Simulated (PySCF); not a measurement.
Excitations are Tamm–Dancoff values on a coarser integration grid. The basis has no diffuse functions, so Rydberg states are missing or too high.

Cartesian coordinates (Å):
```xyz
20

C      1.4128    -0.7789     1.0311
N      1.2438     0.2381     0.0058
C      2.5057     0.6715    -0.5627
B     -0.0269     0.7955    -0.2779
I     -0.0980     2.8975    -1.0125
N     -1.2555     0.1074    -0.1266
C     -2.5528     0.7235     0.0757
C     -1.3414    -1.3345    -0.2931
H      2.1844    -0.4587     1.7550
H      1.7394    -1.7505     0.6135
H      0.4798    -0.9344     1.5857
H      2.3446     1.4092    -1.3569
H      3.0515    -0.1882    -0.9939
H      3.1586     1.1280     0.2053
H     -3.0544     0.2879     0.9598
H     -2.4531     1.8031     0.2347
H     -3.2161     0.5624    -0.7953
H     -1.6178    -1.8530     0.6449
H     -0.3893    -1.7447    -0.6500
H     -2.1154    -1.5811    -1.0428
```
Charge 0, spin multiplicity 1.

Predict the HOMO, brightest of the four lowest singlets (TDA) and dipole moment from PySCF with PBE-D3(BJ)/def2-TZVP // B3LYP-D3(BJ)/def2-SVP.


```json
{
 "HOMO": "-5.16 eV",
 "brightest of the four lowest singlets (TDA)": "5.53 eV",
 "dipole_moment": "3.28 D"
}
```
